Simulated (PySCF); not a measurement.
SbBr2, SMILES [Br][Sb][Br], multiplicity 2. Coordinates come from a PBE0-D3(BJ)/def2-SVP optimisation. The spin state was assumed, not searched. The isomer is the one that the SMILES or the coordinates give; other isomers of the formula were not compared. The def2 effective core potentials stand for the cores of Sb; spin–orbit coupling is left out.

Question: Give the equilibrium geometry at PBE0-D3(BJ)/def2-SVP (PySCF confirms it by a frequency run) as Cartesian coordinates in Å, and its point group. (The exact figures need the calculation; the answer reports its results.)

Answer: point group C2v.
```xyz
3

Sb     0.0000     0.0000     0.9359
Br     0.0000     1.9257    -0.6819
Br     0.0000    -1.9257    -0.6819
```
Charge 0, spin multiplicity 2.
